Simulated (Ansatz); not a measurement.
# Energy profile

The step: AlHSF₂ ([F][Al]([F])[SH]) + H₂O → AlHOF₂ ([OH][Al]([F])[F]) + H₂S (still joined by a long Al–S bond); bonds formed: S2–H5; dative contacts that become bonds: Al1–O6; bonds broken: H5–O6; bonds weakened to dative contacts: Al1–S2 (atoms numbered as in the saddle structure below).

```xyz
8
angstrom
Al -0.6744 -0.3497 -0.4248
S 1.5919 0.2757 -0.7560
F -0.8942 -1.9644 -0.6654
F -1.6795 0.7278 -1.1558
H 0.9646 0.2424 0.6678
O -0.2439 0.0489 1.2661
H 1.2754 1.5697 -0.9413
H -0.3398 -0.5506 2.0094
```

Electronic energies by CCSD(T) at an estimated basis limit (MP2 extrapolated from triple and quadruple zeta, plus CCSD(T) − MP2 in triple zeta), on PBE0-D4/def2-TZVP structures; AlH3SOF2, singlet; no counterpoise correction. Computed with Ansatz 0.2.0 (basis: def2-TZVPP and def2-QZVPP); correlated methods freeze the cores. Extrapolation: Hartree–Fock as exp(−7.88 √X), correlation as X^−2.97.

Q: Give the profile in eV, counted from the separated reactants. (Judge from chemistry; the value comes from the calculation.)

A: By the calculation:
| point | eV |
| --- | --- |
| separated: AlHSF2 (linked as [F][Al]([F])[SH]; Al1, S2, F3, F4, H7; singlet) + H2O (H5, O6, H8; singlet) | 0.000 |
| start structure | -1.167 |
| saddle | -0.435 |
| end structure | -0.937 |
| separated: AlHOF2 (linked as [OH][Al]([F])[F]; Al1, F3, F4, O6, H8; singlet) + H2S (S2, H5, H7; singlet) | -0.204 |
The saddle lies below the separated reactants: the barrier is submerged.

T1 diagnostic: at most 0.013.

For scale, one of the runs: CCSD(T)/def2-TZVPP, 219 basis functions (an equivalent command: `ansatz run in.yaml --threads 4`). The run took 91 s on 4 CPU threads (shared host), with 3.4 GiB of host memory at its peak.
